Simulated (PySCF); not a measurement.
# Electronic structure of Sc+ (scandium, charge +1) at the UHF level

Configuration: [Ar] 3d1 4s1, high-spin 3D determinant. Calculation: PySCF 2.14, in 6-31G*; the non-relativistic Hamiltonian (point nucleus).

```
Total energy                                                  : -759.478884 hartree
One-electron energy                                           : -1034.7435 hartree
Hartree (Coulomb) energy                                      : 313.2104 hartree
Exchange energy                                               : -37.9458 hartree
Kinetic energy                                                : 759.33217 hartree
⟨S²⟩                                                          : 2.0017
⟨L²⟩                                                          : 6.017
Sum of ⟨r⟩                                                    : 17.01 bohr
Sum of ⟨r²⟩                                                   : 30.52 bohr²
Traceless quadrupole moment −½Σ⟨3z² − r²⟩ along its main axis : 0.807 e·bohr²
Density at the nucleus (Gaussians lack the cusp)              : 5810 bohr⁻³
Spin density at the nucleus                                   : 1.93 bohr⁻³
Langevin diamagnetic susceptibility                           : -24.2 ×10⁻⁶ cm³/mol
Time after the integrals                                      : 0.1 s of wall time on 1 thread of Neoverse-V2 (shared host)
```

| shell | electrons | mean orbital energy (hartree) | spread (hartree) | rms radius, mean of both spins (bohr) |
| --- | --- | --- | --- | --- |
| 1s α | 1 | -166.14703 | 0 | 0.0852 |
| 1s β | 1 | -166.14459 | 0 | 0.0852 |
| 2s α | 1 | -19.34828 | 0 | 0.373 |
| 2s β | 1 | -19.33117 | 0 | 0.373 |
| 2p α | 3 | -15.93613 | 0.00268 | 0.341 |
| 2p β | 3 | -15.92161 | 0.01842 | 0.341 |
| 3s α | 1 | -2.85386 | 0 | 1.16 |
| 3s β | 1 | -2.78732 | 0 | 1.16 |
| 3p α | 3 | -1.86706 | 0.03965 | 1.27 |
| 3p β | 3 | -1.79205 | 0.05674 | 1.27 |
| 3d α | 1 | -0.60304 | 0 | 1.81 |
| 4s α | 1 | -0.44842 | 0 | 3.73 |
